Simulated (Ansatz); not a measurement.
`[OH][Cd][F]` + H₂S → `[F][Cd][SH]` + H₂O at 600 K and 1 bar (ligand exchange at a Cd–O bond).

Gas-phase electronic energies from Ansatz, PBE0-D4/def2-TZVP geometries. CBS: MP2 limit from def2 TZ/QZ plus the TZ coupled-cluster correction, frozen cores. This one scheme is used for every species. def2 core potentials past Kr. For Cd outer-core shells are correlated without core-valence functions, which leaves a few kJ/mol of doubt a bond. One conformer a species, not always the lowest.

```csv
species,CCSD(T)/CBS energy (Eh),H − E (kJ/mol),S (J/(mol·K))
`[OH][Cd][F]`,-343.29729,71.4,333.2
H₂S,-398.97279,60.8,230.9
`[F][Cd][SH]`,-665.92675,63.3,352.0
H₂O,-76.37941,76.8,212.8
```

H − E and S are ideal-gas, rigid-rotor, harmonic terms from PBE0-D4/def2-TZVP, for one conformer and one mirror image of each species. 1 Eh = 2625.50 kJ/mol, R = 8.31446 J/(mol·K).

Task: By hand: ΔE, ΔH, ΔS and ΔG.

Result: ΔE = (-665.92675) + (-76.37941) − (-343.29729) − (-398.97279) = -0.03608 Eh = -94.7 kJ/mol. Δ(H − E) = 63.3 + 76.8 − 71.4 − 60.8 = 7.9, so ΔH = -86.8 kJ/mol. ΔS = 352.0 + 212.8 − 333.2 − 230.9 = 0.7 J/(mol·K). ΔG = -86.8 − 600 × (0.7)/1000 = -87.2 kJ/mol.

Task: By hand: the equilibrium constant, and the temperature at which ΔG would vanish if ΔH and ΔS stayed fixed.

Result: log₁₀ K = −ΔG/(RT ln 10) = 7.6. ΔH and −TΔS have one sign here, so there is no such temperature. One of them is within its doubt of zero, so this could turn.

The number of gas molecules stays the same, so ΔS is small and ΔH decides. A doubt of 5 kJ/mol in ΔE shifts log₁₀ K by 0.4 here. Other conformers and mirror images would add mixing entropy, several J/(mol·K) or more a flexible species. These are equilibria of isolated gas molecules and say nothing of rates. Largest T1 diagnostic: 0.017 (customary marks: 0.02 for closed shells, 0.045 for open ones).
